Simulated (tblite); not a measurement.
A tight-binding relaxation on `C[O][AlH][N](C)C1CC1`.

Computed with GFN2-xTB geometry optimisation, gas phase (tblite 0.8.0). Start geometry: from a force field or distance geometry. The input is one job of a driver script: a line of settings, then coordinates in Å.

Command:
```bash
OMP_NUM_THREADS=1 python probes_run.py task.json out
```

Input:
```
{"job": {"kind": "relax", "xc": "GFN2-xTB", "basis": "xTB"}, "charge": 0, "multiplicity": 1}
C      2.531100    -1.170000    -1.170700
O      1.773300    -0.291700    -1.991000
Al     1.113600     1.087500    -0.948100
N     -0.655600     0.953900    -0.171600
C     -0.944900     2.148500     0.630500
C     -0.692000    -0.227500     0.712400
C     -1.075600    -1.508600    -0.004000
C     -2.075300    -0.802800     0.898100
H      3.403300    -0.651800    -0.718300
H      2.908700    -1.991400    -1.798300
H      1.885700    -1.629100    -0.381500
H      1.973300     2.404300    -0.716500
H     -1.966300     2.083700     1.075000
H     -0.200500     2.287200     1.442000
H     -0.935200     3.055300    -0.031700
H      0.008000    -0.298900     1.591400
H     -1.281000    -1.405500    -1.084100
H     -0.638700    -2.435700     0.443000
H     -2.894500    -0.288600     0.344200
H     -2.242300    -1.308100     1.876200
```

Output:
```
step      E/eV     max force
  0    -676.89693    2.656
  1    -677.22397    2.077
  2    -677.57968    1.847
  3    -677.65826    0.911
  4    -677.74634    0.680
  5    -677.78926    0.635
  6    -677.82685    0.490
  7    -677.84817    0.481
  8    -677.86693    0.406
  9    -677.88256    0.393
... (106 lines left out)
116    -678.61674    0.018
117    -678.61679    0.017
118    -678.61683    0.013
119    -678.61688    0.017
120    -678.61693    0.017
121    -678.61698    0.016
122    -678.61704    0.020
123    -678.61709    0.016
124    -678.61713    0.011
125    -678.61716    0.010
```

«max force» is the largest atomic force in eV/Å.

In short: energy lowered by 39.7 kcal/mol over 125 steps; largest atomic force 0.010 eV/Å at the end.

Question: Give the final coordinates.

Answer: 0.785 Å rms from the input after alignment:
```
atom  x, y, z in Å
C1     2.8897   -1.2997   -1.5170
O2     1.9764   -0.2827   -1.2248
Al3    0.9027    0.9094   -0.8553
N4    -0.3255    0.9498    0.4679
C5    -0.8630    2.2404    0.8641
C6    -0.9618   -0.1412    1.1328
C7    -0.9533   -1.4848    0.4790
C8    -2.2369   -0.7135    0.5673
H9     3.8970   -0.9920   -1.2258
H10    2.8797   -1.5124   -2.5890
H11    2.6280   -2.2109   -0.9735
H12    0.9721    2.1430   -1.7349
H13   -1.9470    2.2832    0.7164
H14   -0.6523    2.4533    1.9190
H15   -0.3963    3.0133    0.2500
H16   -0.8884   -0.1081    2.2198
H17   -0.4808   -1.5383   -0.4933
H18   -0.8261   -2.3655    1.0898
H19   -2.6173   -0.2775   -0.3439
H20   -3.0019   -1.0549    1.2482
```

The run took 1.6 s wall on one thread of an Arm Neoverse N1 (shared host).
Labels such as C1 count atoms from 1, the log's own numbers from 0.
